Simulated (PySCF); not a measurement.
**Correlation energy of Si⁺ (silicon, charge +1)**

[Ne] 3s2 3p1, 2P determinant. Computed with PySCF 2.14 in aug-cc-pwCVDZ, with the non-relativistic Hamiltonian (point nucleus). Frozen: [Ne]; 3 electrons correlated.

```tsv
level	correlation energy (mhartree)
CCSD	-54.53
(T)	-0.73
CCSD(T)	-55.26
CCSDT	-55.61
```

Diagnostics: T1 = 0.013, D1 = 0.0313, largest double amplitude 0.107.

Question: Is a single reference adequate?

Answer: Mostly. T1 lies below 0.03, but a double amplitude of this size points to a near-degeneracy that CCSD handles and MP2 describes poorly.
